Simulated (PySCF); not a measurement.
The numbers below are computed, except where a source is named.
**CH9Si3**

CH9Si3 is a small molecule (built as: C site whose three back bonds go to SiH3, SiH3, SiH3), neutral, doublet. The structure, one conformer, was relaxed in the gas phase by PBE0-D3(BJ)/def2-SVP. No frequency run checks that it is a minimum.

SMILES: [SiH3][C]([SiH3])[SiH3]

```xyz
13

C    -0.036   -0.041   -0.058
Si   -0.934    1.572   -0.322
Si   -1.020   -1.540    0.450
Si    1.822   -0.094   -0.165
H    -0.299    2.361   -1.422
H    -0.869    2.388    0.933
H    -2.373    1.334   -0.652
H    -1.620   -1.315    1.805
H    -0.166   -2.764    0.503
H    -2.145   -1.766   -0.512
H     2.410    0.417    1.117
H     2.311   -1.490   -0.381
H     2.315    0.780   -1.274
```
Atoms count from 1 in this order.

EPR values by unrestricted B3LYP, IGLO-III on C Si, pcH-1 on H.

**Question.** Predict g and the largest hyperfine couplings. Where does the spin sit?

**Answer.** g = 2.0022, 2.0030, 2.0030. The spin sits on C1 (91 %, bonded to 3 Si) by Mulliken populations.
```tsv
atom	isotope	isotropic (MHz)	dipolar, principal values (MHz)
C1	13C	64.8	-65.4, -65.2, 130.6
H11	1H	93.2	-3.2, -1.3, 4.5
H6	1H	84.6	-3.1, -1.4, 4.6
H8	1H	80.8	-3.1, -1.5, 4.6
H10	1H	55.0	-2.9, -2.0, 4.9
Si3	29Si	43.0	-1.8, 0.7, 1.1
```

**Question.** How do the isotropic couplings move with BHandHLYP?

**Answer.** C1 64.8 to 81.2 MHz, H11 93.2 to 84.2 MHz, H6 84.6 to 76.8 MHz, H8 80.8 to 73.0 MHz.
